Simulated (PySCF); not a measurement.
**Working out the excitation energy of C**

C [He] 2s2 2p2 (3P) → C [He] 2s1 2p3 (5S). Calculation: PySCF 2.14, in aug-cc-pVDZ-DK (4s3p2d, 23 functions); the spin-free X2C one-electron Hamiltonian (Gaussian nucleus). Frozen: 1s2. Energies in hartree (1 hartree = 27.21139 eV):

| part | C (lower) | C (upper) |
| --- | --- | --- |
| UHF | -37.702689 | -37.605389 |
| MP2 opposite-spin | -0.043904 | 0.000000 |
| MP2 same-spin | -0.009808 | -0.020526 |

Q: What does Hartree-Fock give?

A: (-37.605389) − (-37.702689) = 0.097300 hartree = 2.648 eV.

Q: What do MP2 and SCS-MP2 (6/5 opposite-spin, 1/3 same-spin) give?

A: The opposite-spin parts differ by 1.195 eV and the same-spin parts by -0.292 eV. MP2: 2.648 + (1.195) + (-0.292) = 3.551 eV. SCS-MP2: 2.648 + 1.2 × (1.195) + (-0.292)/3 = 3.985 eV.

Measured between the centres of the two terms (NIST): 4.179 eV, so MP2 (valence) is off by -0.628 eV.

A double-zeta basis recovers only part of the correlation energy.

What remains against the reference includes basis incompleteness, the frozen core and correlation beyond second order.
